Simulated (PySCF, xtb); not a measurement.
BClFHS, SMILES FB(S)Cl.

GFN2-xTB (xtb) at its own geometry gives an orbital gap of 4.50 eV and a dipole moment of 1.30 D.

Geometry: B3LYP-D3(BJ)/def2-SVP. The values are those of a single conformer.

Problem. What does PBE0/def2-TZVPD run with PySCF give? (The exact figures need the calculation; the answer reports its results.)

Solution. gap 7.59 eV (levels -8.42 and -0.83 eV), dipole 1.19 D.
